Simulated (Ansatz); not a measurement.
Breaking the B1–H3 bond in ammonia borane (SMILES [BH3-][NH3+]) (multiplicity 1 held, fragments rigid). Energies count from the point at 1.208 Å.
Geometry at that point (charge 0, multiplicity 1):
```xyz
8

B     -0.9203     0.1316    -0.0195
N      0.7209    -0.1031     0.0153
H     -1.3246    -0.6219    -0.8730
H     -1.0623     1.2986    -0.2980
H     -1.2988    -0.1498     1.0928
H      0.9452    -1.0672     0.2439
H      1.1584     0.4938     0.7113
H      1.1375     0.1100    -0.8865
```

Unrestricted levels (U-) break spin symmetry where that is lower. Active spaces are followed from a long bond inwards. Levels need not reach the same state.

Frozen-core correlation.

Codes used: Ansatz (Gaussian orbitals). Each number belongs to the level named beside it.

Q: Give the energy at R = 3.866 Å at the level FIC-MRCISD on CASSCF(2,2)/cc-pVDZ.

A: 427 kJ/mol

Q: What is the computed energy at R = 3.866 Å (FIC-MRCISD+Q on CASSCF(2,2)/cc-pVDZ)?

A: 433 kJ/mol

Q: Give the energy at R = 3.866 Å at the level U-CCSD/cc-pVDZ.

A: 436 kJ/mol

Doubts at one or more of the structures used: a spin-contaminated determinant (U-CCSD/cc-pVDZ).

Ansatz is a first-principles code.
